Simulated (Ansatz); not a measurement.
`C[CH]([InH2])[SnH3]`. The species carries charge 0 and has multiplicity 1. In, Sn: def2 effective core potential. The structure was optimised at the PBE0-D4/def2-TZVP level.

```xyz
13

C     0.986    0.808    1.027
C     0.549   -0.073   -0.144
In   -0.011   -2.084    0.418
Sn   -1.080    0.834   -1.227
H     1.869    0.406    1.533
H     1.236    1.827    0.712
H     0.203    0.893    1.787
H     1.345   -0.158   -0.891
H    -0.335   -2.400    2.087
H    -0.163   -3.316   -0.783
H    -1.194    0.202   -2.811
H    -0.840    2.528   -1.290
H    -2.565    0.533   -0.420
```

Q: What is the dipole moment at B3LYP/def2-TZVPP? (An estimate is asked.)

A: Ansatz gave: 1.13 D, with components (1.08, 0.30, 0.15) D in this frame, pointing from negative to positive charge.

Q: And with PBE, r2SCAN, ωB97M-V? (Estimate.)

A: The calculation gave: PBE 1.15 D, r2SCAN 1.14 D, ωB97M-V 1.05 D.

Q: Give the Mulliken charges with B3LYP, PBE, ωB97M-V in def2-TZVPP. (Best estimate.)

A: The calculation gave: 
| atom | B3LYP | PBE | ωB97M-V |
| --- | --- | --- | --- |
| C1 | -0.28 | -0.27 | -0.34 |
| C2 | -0.53 | -0.49 | -0.63 |
| In3 | 0.53 | 0.47 | 0.45 |
| Sn4 | 0.56 | 0.49 | 0.45 |
| H5 | 0.09 | 0.09 | 0.11 |
| H6 | 0.10 | 0.09 | 0.12 |
| H7 | 0.10 | 0.10 | 0.13 |
| H8 | 0.13 | 0.14 | 0.18 |
| H9 | -0.15 | -0.14 | -0.10 |
| H10 | -0.14 | -0.13 | -0.10 |
| H11 | -0.13 | -0.11 | -0.09 |
| H12 | -0.13 | -0.12 | -0.09 |
| H13 | -0.14 | -0.12 | -0.10 |

B3LYP here is the variant with VWN-RPA as its local correlation; programs differ in this.
